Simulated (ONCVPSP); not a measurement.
Configuration tests for La (Z = 57) (ONCV)

lanthanum, optimised norm-conserving Vanderbilt (ONCV), made with ONCVPSP 4.0.1 (PBEsol, fully relativistic). Core [Kr] 4d10, reference 5s2 5p6 5d1 6s1 (charge +1). Waves: 5s+6s: rc 2.74 bohr, ncon 3, nbas 7, qcut 5.5 1/bohr, 2 projectors; 5p: rc 3.42 bohr, ncon 4, nbas 7, qcut 4.1 1/bohr, 2 projectors, debl 2.6 Ha; 5d: rc 3.24 bohr, ncon 4, nbas 8, qcut 3.7 1/bohr, 2 projectors, debl 1.1 Ha; f scattering state at 0.17 Ha: rc 2.64 bohr, ncon 3, nbas 7, qcut 4.7 1/bohr, 3 projectors, debl 3.5 Ha. Local part: polynomial inside 2.02 bohr (lpopt 5, dvloc0 1 Ha). Core correction: Teter function, fcfact 5.5, rcfact 1.05.

Open shells are filled in proportion to 2j + 1.

In the p channel the program set the typed energies aside and used -1.008, 0.050 Ha (j = l + 1/2; the other j can differ). In the f channel the program set the typed energies aside and used -0.371, 3.129, 6.629 Ha (j = l + 1/2; the other j can differ).

Energies are relative to the spin-unpolarised reference configuration 5s2 5p6 5d1 6s1; without spin polarisation the order of configurations can differ from experiment.

| valence configuration | charge | ΔE all-electron (eV) | error AE − PS (meV) |
| --- | --- | --- | --- |
| 5s2 5p6 5d1 6s0 | +2 | 10.846 | -1.1 |
| 5s2 5p6 5d0 6s0 | +3 | 29.743 | +13 |
| 5s2 5p6 5d1 6s0 6p1 | +1 | 2.972 | -0.1 |

(1) What are ΔE and the potential's error for 5s2 5p6 5d1 6s2?

Note: no bound ghost flagged; GHOST(+) flagged for d3/2 at 5.0 eV, f7/2 at 190.2 eV, f5/2 at 190.4 eV, d5/2 at 277.4 eV, f5/2 at 487.7 eV and 1 more.

## Answers

(1) ΔE = -5.999 eV all-electron; the error (AE − PS) is -0.5 meV.

These tests converged, but a pseudo level misses the all-electron one widely, so the file describes the atom poorly there or has found another state: 5s2 5p6 5d1 6s0 6p1: empty 6s by 4.5 eV.
